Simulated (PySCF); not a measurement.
Compound: C₅H₁₀NPSi.
InChI=1S/C5H10NPSi/c6-3-5-1-2-8(7)4-5/h5,8H,1-2,4,7H2/t5-,8+/m0/s1

The calculation used TDDFT wB97X-D/def2-SVPD, vertical, gas phase, core orbitals frozen in the response (PySCF 2.14.0, density-fitted response routines). Geometry: GFN2-xTB, one conformer, isolated molecule.

Computed states:

```
state  E (eV)       f
   S1    6.68  0.0075
   S2    7.09   0.035
   S3    7.26   0.348
   S4    7.50   0.014
   S5    7.77  0.0005
   S6    7.86  0.0098
   S7    7.93   0.013
   S8    7.98   0.069
```

Each state is given a Gaussian of 0.4 eV full width at half maximum, with ε(max) = 2.175×10⁸ f / Δν̃ (Δν̃ the width in cm⁻¹). The width is an assumption, not a result. The curve ends short of the highest state used, and states not computed would add to its high-energy end.

(1) What does the envelope look like, and where are its maxima?

(2) Coming from long wavelengths, where does ε first pass 100 L mol⁻¹ cm⁻¹?

(3) On this curve, what absorbance would a 10⁻³ mol/L sample give at 193 nm over a 1 cm path?

Answers

(1) 
```json
{"λ (nm)": "167.9", "ε (L mol⁻¹ cm⁻¹)": "19580"}
{"λ (nm)": "169.5", "ε (L mol⁻¹ cm⁻¹)": "23984"}
{"λ (nm)": "171.0", "ε (L mol⁻¹ cm⁻¹)": "25253"}
{"λ (nm)": "172.6", "ε (L mol⁻¹ cm⁻¹)": "23181"}
{"λ (nm)": "174.2", "ε (L mol⁻¹ cm⁻¹)": "18590"}
{"λ (nm)": "175.8", "ε (L mol⁻¹ cm⁻¹)": "13183"}
{"λ (nm)": "177.3", "ε (L mol⁻¹ cm⁻¹)": "8657"}
{"λ (nm)": "178.9", "ε (L mol⁻¹ cm⁻¹)": "5080"}
{"λ (nm)": "180.5", "ε (L mol⁻¹ cm⁻¹)": "2834"}
{"λ (nm)": "182.0", "ε (L mol⁻¹ cm⁻¹)": "1660"}
{"λ (nm)": "183.6", "ε (L mol⁻¹ cm⁻¹)": "1032"}
{"λ (nm)": "185.2", "ε (L mol⁻¹ cm⁻¹)": "738"}
{"λ (nm)": "186.7", "ε (L mol⁻¹ cm⁻¹)": "588"}
{"λ (nm)": "188.3", "ε (L mol⁻¹ cm⁻¹)": "467"}
{"λ (nm)": "189.9", "ε (L mol⁻¹ cm⁻¹)": "355"}
{"λ (nm)": "191.4", "ε (L mol⁻¹ cm⁻¹)": "256"}
{"λ (nm)": "193.0", "ε (L mol⁻¹ cm⁻¹)": "166"}
{"λ (nm)": "194.6", "ε (L mol⁻¹ cm⁻¹)": "99"}
{"λ (nm)": "196.2", "ε (L mol⁻¹ cm⁻¹)": "54"}
{"λ (nm)": "197.7", "ε (L mol⁻¹ cm⁻¹)": "29"}
{"λ (nm)": "199.3", "ε (L mol⁻¹ cm⁻¹)": "14"}
{"λ (nm)": "200.9", "ε (L mol⁻¹ cm⁻¹)": "6"}
{"λ (nm)": "202.4", "ε (L mol⁻¹ cm⁻¹)": "3"}
{"λ (nm)": "204.0", "ε (L mol⁻¹ cm⁻¹)": "1"}
```

Maxima: 171 nm (7.26 eV), ε about 25000, made up of S3 (93%) (ε in L mol⁻¹ cm⁻¹; maxima over ε = 5, shares over 10%).

(2) At about 195 nm (6.37 eV), 0.31 eV below S1.

(3) 193 nm is 6.424 eV, where ε is about 170 L mol⁻¹ cm⁻¹, so A = ε c l ≈ 0.17 (Beer–Lambert, with the gas-phase spectrum and the assumed width).
